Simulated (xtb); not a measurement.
CH$_{3}$Zn (SMILES [CH3][Zn+]), charge +1, singlet, geometry from GFN2-xTB (such geometries of metal compounds can be far from the true shape); GFN0-xTB with ALPB(thf) (xtb).

xtb was given this input:
```
$ xtb mol.xyz --gfn 0 --chrg 1 --alpb thf --json

# file mol.xyz
5

Zn    -0.34914678    -0.20143649    -0.26629558
C      1.09381840     0.63106679     0.83425947
H      1.59595133    -0.20267503     1.33375943
H      0.57940379     1.30261333     1.52792074
H      1.73613783     1.15675559     0.12163043
```

What the program printed (banner, timings and long lists left out):

```
   ID    Z sym.   atoms
    1   30 Zn     1
    2    6 C      2
    3    1 H      3-5

           -------------------------------------------------
          |                Calculation Setup                |
           -------------------------------------------------

           -------------------------------------------------
          |                 G F N 0 - x T B                 |
           -------------------------------------------------

      * Solvation model:               ALPB
        Solvent                        thf
        Parameter file                 internal GFN-FF/ALPB
        Dielectric constant                7.6000E+00
        Reference state                gsolv [1 M gas/solution]
        Free energy shift                  4.8933E-03 Eh       3.0706E+00 kcal/mol
        Temperature                        2.9815E+02 K
        Density                            8.8300E-01 kg/L
        Solvent mass                       7.2106E+01 g/mol
        Interaction kernel             P16
        Born radius scaling (c1)           1.9917E+00
        Born radii integrator          GBOBC
        Born offset                        0.0000E+00 a0       0.0000E+00 AA
        H-bond correction              true
        Ion screening                  false
        Surface tension                    1.0000E-05 Eh       1.5569E+01 dyn/cm
        Grid points                               230 per atom

          ...................................................
          :                      SETUP                      :
          :.................................................:
          :  # basis functions                  14          :
          :  # atomic orbitals                  14          :
          :  # shells                           10          :
          :  # electrons                         8          :
          :  electronic temp.          300.0000000     K    :
          :  accuracy                    1.0000000          :
          :  -> integral cutoff          0.2500000E+02      :
          :  -> integral neglect         0.1000000E-07      :
          ...................................................

         :::::::::::::::::::::::::::::::::::::::::::::::::::::
         ::                     SUMMARY                     ::
         :::::::::::::::::::::::::::::::::::::::::::::::::::::
         :: total energy              -2.882990742061 Eh    ::
         :: total w/o Gsasa/hb        -2.875537823740 Eh    ::
         :: gradient norm              0.024678241916 Eh/a0 ::
         :: HOMO-LUMO gap              2.747578354544 eV    ::
         ::.................................................::
         :: H0 energy                 -4.270917810210 Eh    ::
         :: repulsion energy           0.059477865551 Eh    ::
         :: electrostat energy         1.328943660172 Eh    ::
         :: -> Gsolv                   0.000000000000 Eh    ::
         ::    -> Gsasa               -0.012346209460 Eh    ::
         ::    -> Gshift               0.004893291139 Eh    ::
         :: dispersion energy         -0.000494457575 Eh    ::
         :: short-range corr.          0.000000000000 Eh    ::
         :: add. restraining           0.000000000000 Eh    ::
         :: total charge               1.000000000000 e     ::
         :::::::::::::::::::::::::::::::::::::::::::::::::::::

           -------------------------------------------------
          |                Property Printout                |
           -------------------------------------------------

    * Orbital Energies and Occupations

         #    Occupation            Energy/Eh            Energy/eV
      -------------------------------------------------------------
         1        2.0000           -0.6242731             -16.9873
         2        2.0000           -0.5363636             -14.5952
         3        2.0000           -0.5363633             -14.5952
         4        2.0000           -0.4384589             -11.9311 (HOMO)
         5                         -0.3374873              -9.1835 (LUMO)
         6                         -0.1527167              -4.1556
         7                         -0.1400831              -3.8119
         8                         -0.1400827              -3.8118
         9                         -0.0099580              -0.2710
        10                         -0.0099579              -0.2710
        11                          0.1967166               5.3529
        12                          0.2514179               6.8414
        13                          0.2514180               6.8414
        14                          0.4772885              12.9877
      -------------------------------------------------------------
                  HL-Gap            0.1009716 Eh            2.7476 eV
             Fermi-level            0.0000000 Eh            0.0000 eV

     #   Z          covCN         q      C6AA      α(0)
     1  30 Zn       0.834    -0.090   270.804    38.362
     2   6 C        3.606    -0.440    34.594     8.586
     3   1 H        0.924     0.510     0.320     0.885
     4   1 H        0.924     0.510     0.320     0.885
     5   1 H        0.924     0.510     0.320     0.885

 Mol. C6AA /au·bohr⁶  :        558.412353
 Mol. C8AA /au·bohr⁸  :      32574.116721
 Mol. α(0) /au        :         49.601774

Wiberg/Mayer (AO) data.
largest (>0.10) Wiberg bond orders for each atom

 ---------------------------------------------------------------------------
     #   Z sym  total        # sym  WBO       # sym  WBO       # sym  WBO
 ---------------------------------------------------------------------------
     1  30 Zn   1.329 --     2 C    1.163
     2   6 C    3.973 --     1 Zn   1.163     4 H    0.937     5 H    0.937
                             3 H    0.937
     3   1 H    0.982 --     2 C    0.937
     4   1 H    0.982 --     2 C    0.937
     5   1 H    0.982 --     2 C    0.937
 ---------------------------------------------------------------------------

Topologies differ in total number of bonds
Writing topology from bond orders to xtbtopo.mol

 dipole moment from electron density (au)
     X       Y       Z
  -0.6690  -0.3860  -0.5102  total (Debye):    2.353

           -------------------------------------------------
          | TOTAL ENERGY               -2.882990742061 Eh   |
          | GRADIENT NORM               0.024678241916 Eh/α |
          | HOMO-LUMO GAP               2.747578354544 eV   |
           -------------------------------------------------

normal termination of xtb
```
